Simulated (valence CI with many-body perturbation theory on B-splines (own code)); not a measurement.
# Bi LI: calculated level list

Computed by relativistic CI+MBPT: five valence electrons over a frozen Dirac-Fock core [Ar] 3d10, a basis of 11 s, 11 p, 10 d, 8 f, 5 g, 2 h functions for each j, with the one-electron correlation potential Σ1, the two-electron term Σ2, the three-electron term Σ3, Breit, model QED; selected CI, second order for the rest, scaled by the run's own slope (own B-spline code, finite nucleus).

The last digits are not significant, and no measured levels were compared; by estimate large intervals hold to a few tenths of a per cent, small ones and those within an open d or f shell to about a per cent. Among the levels kept, up to 2000 cm⁻¹ of a level comes from second order outside the variational space, and about a tenth of that is noise between levels of different J, which matters for small intervals.

Levels 1 to 45 of 169, with energies above the lowest level, (4s^2 4p1/2^2 4p3/2) J=3/2. "Leading %" is the weight of the configuration and term that name the level; weights of strongly mixed levels are sums over their largest components and can fall short. In the jj column 3d3/2^4 stands for four electrons in 3d with j = 3/2. Lifetimes count E1, E2, E3, M1 and M2 decay at the calculated energies, and are blank where another channel may lead or the interval is too uncertain; long ones can be off by a factor of two.

| No. | Configuration | Term | J | E (eV) | Leading % | Leading jj | Lifetime | Second component |
| --- | --- | --- | --- | --- | --- | --- | --- | --- |
| 1 | 4s2 4p3 | 2P° | 3/2 | 0.00 | 48 | 4s^2 4p1/2^2 4p3/2 (99 %) |  | 27 % 4s2 4p3 2D° |
| 2 | 4s2 4p3 | 4S° | 3/2 | 169.47 | 55 | 4s^2 4p1/2 4p3/2^2 (99 %) | 21.1 ns | 44 % 4s2 4p3 2D° |
| 3 | 4s2 4p3 | 2D° | 5/2 | 175.86 | 99 | 4s^2 4p1/2 4p3/2^2 (99 %) | 92.1 ns |  |
| 4 | 4s2 4p3 | 2P° | 1/2 | 184.00 | 99 | 4s^2 4p1/2 4p3/2^2 (99 %) | 33.6 ns |  |
| 5 | 4s2 4p2 4d | 2D | 3/2 | 186.57 | 40 | 4s^2 4p1/2^2 4d3/2 (99 %) | 35.8 ps | 34 % 4s2 4p2 4d 4F |
| 6 | 4s2 4p2 4d | 2D | 5/2 | 231.56 | 32 | 4s^2 4p1/2^2 4d5/2 (96 %) | 2.75 ps | 20 % 4s2 4p2 4d 4D |
| 7 | 4s 4p4 | 4P | 5/2 | 292.28 | 67 | 4s 4p1/2^2 4p3/2^2 (94 %) | 2.87 ps | 27 % 4s 4p4 2D |
| 8 | 4s 4p4 | 2S | 1/2 | 309.83 | 60 | 4s 4p1/2^2 4p3/2^2 (93 %) | 1.50 ps | 27 % 4s 4p4 4P |
| 9 | 4s 4p4 | 2P | 3/2 | 311.81 | 43 | 4s 4p1/2^2 4p3/2^2 (89 %) | 788 fs | 33 % 4s 4p4 2D |
| 10 | 4s2 4p3 | 2P° | 3/2 | 354.65 | 51 | 4s^2 4p3/2^3 (98 %) | 8.37 ns | 28 % 4s2 4p3 2D° |
| 11 | 4s2 4p2 4d | 4F | 5/2 | 354.99 | 46 | 4s^2 4p1/2 4p3/2 4d3/2 (98 %) | 55.9 ps | 46 % 4s2 4p2 4d 2F |
| 12 | 4s2 4p2 4d | 4F | 3/2 | 355.76 | 38 | 4s^2 4p1/2 4p3/2 4d3/2 (97 %) | 6.57 ps | 27 % 4s2 4p2 4d 4D |
| 13 | 4s2 4p2 4d | 4D | 1/2 | 355.91 | 80 | 4s^2 4p1/2 4p3/2 4d3/2 (99 %) | 52.6 ps | 15 % 4s2 4p2 4d 2P |
| 14 | 4s2 4p2 4d | 2G | 7/2 | 361.56 | 51 | 4s^2 4p1/2 4p3/2 4d3/2 (97 %) | 484 ps | 26 % 4s2 4p2 4d 2F |
| 15 | 4s2 4p2 4d | 2D | 5/2 | 378.86 | 36 | 4s^2 4p1/2 4p3/2 4d3/2 (93 %) | 313 fs | 24 % 4s2 4p2 4d 2F |
| 16 | 4s2 4p2 4d | 2D | 3/2 | 380.84 | 35 | 4s^2 4p1/2 4p3/2 4d3/2 (91 %) | 236 fs | 26 % 4s2 4p2 4d 2P |
| 17 | 4s2 4p2 4d | 2P | 1/2 | 381.94 | 38 | 4s^2 4p1/2 4p3/2 4d3/2 (95 %) | 288 fs | 35 % 4s2 4p2 4d 4P |
| 18 | 4s2 4p2 4d | 4D | 7/2 | 392.06 | 48 | 4s^2 4p1/2 4p3/2 4d5/2 (99 %) | 796 ps | 36 % 4s2 4p2 4d 4F |
| 19 | 4s2 4p2 4d | 2P | 3/2 | 398.73 | 45 | 4s^2 4p1/2 4p3/2 4d5/2 (95 %) | 4.09 ps | 24 % 4s2 4p2 4d 4P |
| 20 | 4s2 4p2 4d | 2G | 9/2 | 399.31 | 62 | 4s^2 4p1/2 4p3/2 4d5/2 (99 %) | 636 ns | 37 % 4s2 4p2 4d 4F |
| 21 | 4s2 4p2 4d | 2F | 5/2 | 401.30 | 35 | 4s^2 4p1/2 4p3/2 4d5/2 (95 %) | 3.88 ps | 28 % 4s2 4p2 4d 2D |
| 22 | 4s2 4p2 4d | 2D | 5/2 | 414.70 | 38 | 4s^2 4p1/2 4p3/2 4d5/2 (94 %) | 826 fs | 35 % 4s2 4p2 4d 4P |
| 23 | 4s2 4p2 4d | 2F | 7/2 | 415.38 | 60 | 4s^2 4p1/2 4p3/2 4d5/2 (96 %) | 1.24 ps | 17 % 4s2 4p2 4d 4F |
| 24 | 4s2 4p2 4d | 2D | 3/2 | 418.40 | 61 | 4s^2 4p1/2 4p3/2 4d5/2 (97 %) | 1.80 ps | 20 % 4s2 4p2 4d 2P |
| 25 | 4s2 4p2 4d | 2P | 1/2 | 420.14 | 55 | 4s^2 4p1/2 4p3/2 4d5/2 (96 %) | 1.39 ps | 36 % 4s2 4p2 4d 2S |
| 26 | 4s2 4p2 4f | 2F° | 5/2 | 437.86 | 38 | 4s^2 4p1/2^2 4f5/2 (95 %) | 3.73 ps | 29 % 4s2 4p2 4f 4G° |
| 27 | 4s2 4p2 4f | 2F° | 7/2 | 451.19 | 33 | 4s^2 4p1/2^2 4f7/2 (94 %) | 4.70 ps | 16 % 4s2 4p2 4f 4F° |
| 28 | 4s 4p4 | 4P | 3/2 | 468.83 | 74 | 4s 4p1/2 4p3/2^3 (92 %) | 937 fs | 16 % 4s 4p4 2D |
| 29 | 4s 4p3 4d | 4D° | 5/2 | 475.51 | 29 | 4s 4p1/2^2 4p3/2 4d3/2 (95 %) | 16.2 ps | 21 % 4s 4p3 4d 4F° |
| 30 | 4s 4p3 4d | 4D° | 3/2 | 476.27 | 27 | 4s 4p1/2^2 4p3/2 4d3/2 (97 %) | 9.03 ps | 24 % 4s 4p3 4d 6D° |
| 31 | 4s 4p3 4d | 4P° | 1/2 | 476.48 | 46 | 4s 4p1/2^2 4p3/2 4d3/2 (97 %) | 19.5 ps | 30 % 4s 4p3 4d 6D° |
| 32 | 4s 4p4 | 2D | 5/2 | 478.75 | 67 | 4s 4p1/2 4p3/2^3 (92 %) | 930 fs | 25 % 4s 4p4 4P |
| 33 | 4s 4p3 4d | 4F° | 7/2 | 481.98 | 23 | 4s 4p1/2^2 4p3/2 4d3/2 (88 %) | 13.3 ps | 18 % 4s 4p3 4d 6D° |
| 34 | 4s 4p4 | 2P | 1/2 | 491.13 | 57 | 4s 4p1/2 4p3/2^3 (90 %) | 430 fs | 33 % 4s 4p4 4P |
| 35 | 4s 4p3 4d | 2D° | 3/2 | 492.00 | 29 | 4s 4p1/2^2 4p3/2 4d3/2 (87 %) | 1.47 ps | 14 % 4s 4p3 4d 4F° |
| 36 | 4s 4p4 | 2P | 3/2 | 492.39 | 45 | 4s 4p1/2 4p3/2^3 (90 %) | 444 fs | 41 % 4s 4p4 2D |
| 37 | 4s 4p3 4d | 4D° | 1/2 | 500.25 | 47 | 4s 4p1/2^2 4p3/2 4d3/2 (94 %) | 853 fs | 26 % 4s 4p3 4d 2P° |
| 38 | 4s 4p3 4d | 2F° | 5/2 | 501.05 | 32 | 4s 4p1/2^2 4p3/2 4d3/2 (91 %) | 636 fs | 22 % 4s 4p3 4d 4G° |
| 39 | 4s 4p3 4d | 4F° | 9/2 | 511.52 | 48 | 4s 4p1/2^2 4p3/2 4d5/2 (97 %) | 29.3 ps | 30 % 4s 4p3 4d 6D° |
| 40 | 4s 4p3 4d | 4D° | 5/2 | 522.29 | 30 | 4s 4p1/2^2 4p3/2 4d5/2 (96 %) | 1.97 ps | 20 % 4s 4p3 4d 4P° |
| 41 | 4s 4p3 4d | 2D° | 3/2 | 529.10 | 33 | 4s 4p1/2^2 4p3/2 4d5/2 (87 %) | 2.49 ps | 18 % 4s 4p3 4d 4D° |
| 42 | 4s 4p3 4d | 2F° | 7/2 | 529.17 | 33 | 4s 4p1/2^2 4p3/2 4d5/2 (88 %) | 1.88 ps | 14 % 4s 4p3 4d 4D° |
| 43 | 4s 4p3 4d | 4D° | 7/2 | 537.35 | 29 | 4s 4p1/2^2 4p3/2 4d5/2 (91 %) | 818 fs | 25 % 4s 4p3 4d 2F° |
| 44 | 4s 4p3 4d | 2P° | 1/2 | 542.21 | 47 | 4s 4p1/2^2 4p3/2 4d5/2 (95 %) | 1.73 ps | 35 % 4s 4p3 4d 4D° |
| 45 | 4s 4p3 4d | 2P° | 3/2 | 545.35 | 27 | 4s 4p1/2^2 4p3/2 4d5/2 (92 %) | 795 fs | 14 % 4s 4p3 4d 4P° |

The ionisation energy to 4s2 4p2 3P_0 of the next ion comes out as 2837.4 eV (NIST: 2835 ± 4 eV (theoretical)). All 169 levels together are meant to be complete up to 770.80 eV.
